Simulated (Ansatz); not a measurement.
C₂H₃Cl₂In (`C=[CH][In]([Cl])[Cl]`) at its PBE0-D4/def2-TZVP geometry, where that method's forces vanish. Total charge 0; spin multiplicity 1. In: def2 effective core potential.

| atom | x (Å) | y (Å) | z (Å) |
| --- | --- | --- | --- |
| C1 | 0.932 | -1.103 | 0.557 |
| C2 | -0.248 | -0.814 | 0.019 |
| In3 | -0.726 | 1.176 | -0.482 |
| Cl4 | 0.828 | 2.858 | -0.087 |
| Cl5 | -2.695 | 1.951 | -1.422 |
| H6 | 1.198 | -2.123 | 0.823 |
| H7 | 1.685 | -0.346 | 0.758 |
| H8 | -0.975 | -1.599 | -0.167 |

For each bond, give half the difference of the two atoms' forces along it (eV/Å; positive pushes the atoms apart) under PBE-D4, r2SCAN-D4, B3LYP-D4, ωB97M-V in def2-TZVPP. (Estimate.)

Computed: 
```json
{"bond": "C1–C2", "length (Å)": "1.328", "PBE-D4": "0.27", "r2SCAN-D4": "0.13", "B3LYP-D4": "0.06", "ωB97M-V": "0.09"}
{"bond": "C1–H6", "length (Å)": "1.088", "PBE-D4": "0.05", "r2SCAN-D4": "-0.03", "B3LYP-D4": "-0.08", "ωB97M-V": "-0.09"}
{"bond": "C1–H7", "length (Å)": "1.086", "PBE-D4": "0.02", "r2SCAN-D4": "-0.06", "B3LYP-D4": "-0.08", "ωB97M-V": "-0.04"}
{"bond": "C2–In3", "length (Å)": "2.107", "PBE-D4": "-0.07", "r2SCAN-D4": "-0.01", "B3LYP-D4": "0.06", "ωB97M-V": "-0.04"}
{"bond": "C2–H8", "length (Å)": "1.086", "PBE-D4": "0.02", "r2SCAN-D4": "-0.06", "B3LYP-D4": "-0.14", "ωB97M-V": "-0.08"}
{"bond": "In3–Cl4", "length (Å)": "2.324", "PBE-D4": "0.19", "r2SCAN-D4": "0.05", "B3LYP-D4": "0.19", "ωB97M-V": "-0.02"}
{"bond": "In3–Cl5", "length (Å)": "2.315", "PBE-D4": "0.17", "r2SCAN-D4": "0.05", "B3LYP-D4": "0.18", "ωB97M-V": "0.00"}
```

B3LYP here is the variant with VWN-RPA as its local correlation; programs differ in this.
